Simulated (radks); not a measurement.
Values are calculated unless marked as measured or tabulated.
Kinetic energies: the exact non-interacting value of the Kohn-Sham orbitals and orbital-free approximations, in hartree. Species: Mn [Ar] 3d5 4s2; Li+ [He]. Level of theory: non-relativistic Kohn-Sham, exchange-only B88, spin-polarised, spherical densities, point nucleus (a radial shooting solver on a logarithmic mesh with Libxc functionals). Every spin shell is full or empty, so the densities are truly spherical. Functionals are evaluated on that one density, not self-consistently.

functional	Mn	Li+
exact	1149.97	7.23173
Thomas-Fermi	1073.7	6.5072
von Weizsacker	606.16	7.2317
TF + vW	1679.9	13.739
TF + vW/9	1141.1	7.3107
TF + vW/5	1194.9	7.9535
LC94	1149.7	7.2832
APBEK	1150.9	7.2762
revAPBEK	1154.0	7.3402
Perdew 92	1141.2	7.3123
Thakkar	1145.4	7.3029
Pearson	1134.6	6.9582
LKT	1442.3	11.597
PG1	1383.0	11.051
DePristo-Kress	1148.8	7.3049
Ernzerhof	1146.2	7.5629
